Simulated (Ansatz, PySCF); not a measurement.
Process, species as SMILES: C[Si](Br)(Br)Br [tribromo(methyl)silane] + 3 [SiH4] (SiH4) → C[SiH3] [methylsilane] + 3 [SiH3]Br [bromosilane]
Each molecule is optimised on its own at B3LYP-D3(BJ)/def2-TZVP (Ansatz, a first-principles code). Frequencies are from Ansatz or PySCF.

Property: bond separation energy (enthalpy at 298 K, with B3LYP-D3(BJ) rigid-rotor harmonic-oscillator terms), in kcal/mol. Correlated levels leave the core frozen unless marked. No spin-orbit coupling. The frozen core is the preceding noble-gas configuration, with the filled d and f shells of earlier blocks. No relativistic terms. CBS(X,Y): correlation extrapolated as X^-3; Hartree-Fock from the larger set. [CCSD(T)-MP2]/basis is that difference in the basis named.

| level | program | bond separation energy (kcal/mol) |
|---|---|---|
| HF/STO-3G | Ansatz | -0.7 |
| r2SCAN-D3(BJ)/def2-TZVPD | Ansatz + dftd3 | 7.2 |
| PBE0/def2-TZVP | Ansatz | 4.9 |
| r2SCAN0-D4/def2-TZVPD | Ansatz + dftd4 | 6.3 |
| HSE06-D3(BJ)/def2-TZVPD | Ansatz + dftd3 | 6.9 |
| CCSD/def2-TZVPP | Ansatz | 5.0 |
| RI-MP2/CBS(def2-TZVPPD,def2-QZVPPD)+[CCSD(T)-MP2]/def2-TZVPPD | Ansatz | 6.0 |
